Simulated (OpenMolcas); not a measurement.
## Au4+: moving or changing the point charges

Au4+ among 4 point charges of -2.5 e arranged as a tetrahedron (Td), 1.77 Å from the ion.

```json
{
  "Program": "OpenMolcas 26.06",
  "Method": "CASSCF",
  "Basis": "ANO-RCC-VDZP [7s6p4d2f]",
  "Scalar Hamiltonian": "DKH2, point nucleus",
  "Active space": "7 electrons in 5 orbitals (5d)",
  "State averaging": "2S+1 = 4 even, 10 roots; 2S+1 = 2 even, 40 roots",
  "Spin-orbit coupling": "RASSI with atomic mean-field integrals over the reference wave functions"
}
```

Runs around this geometry, states (labels of Td). Energies in cm-1 above the lowest state or level, χT in cm3 K/mol; 10Dq and B are least-squares fits to the states below 45000 cm-1, weighted by degeneracy, with a free offset, and given where the rms deviation is under 5 % of |10Dq| (or 100 cm-1) and under 700 cm-1; 10Dq is negative for this site.

```tsv
R (Å)	q (e)	Ground state	First state of that spin	10Dq	B (rms of fit)	First gap with spin-orbit (degeneracies)	χT at 300 K	First state of another spin
1.93	-2	4A2	4T2 3489	-3353	958 (51)	1756 (4, 4)	4.214	2E 17788
1.77	-2.5	4A2	4T2 5634	-5422	943 (143)	3029 (4, 4)	4.041	2E 18216
2.14	-2.5	4A2	4T2 2682	-2573	961 (37)	1319 (4, 4)	4.312	2E 17558
```

Taking |10Dq| as R^-n, n = -ln(2573 / 5422) / ln(2.14 / 1.77) = 3.9 between the shortest and longest distance. The point-charge formula for a cubic d site gives n = 5.

Without dynamic correlation the repulsion within the d shell is too large (B by tens of per cent), so at a given field states of lower spin stand too high. Spin-orbit coupling mixes the spin-free states strongly: the lowest level takes only 43 % from its leading state, 4A2 (figures for R = 1.93, q = -2; the like holds for R = 1.77, q = -2.5, R = 2.14, q = -2.5). The ground term spreads over less than 5000 cm-1, several times less than with real ligands, so orbital moments are less quenched and χT lies further from the spin-only value than at real sites (holds for R = 2.14, q = -2.5). This is an electrostatic model: the charges have no orbitals. No measured value stands beside these numbers.
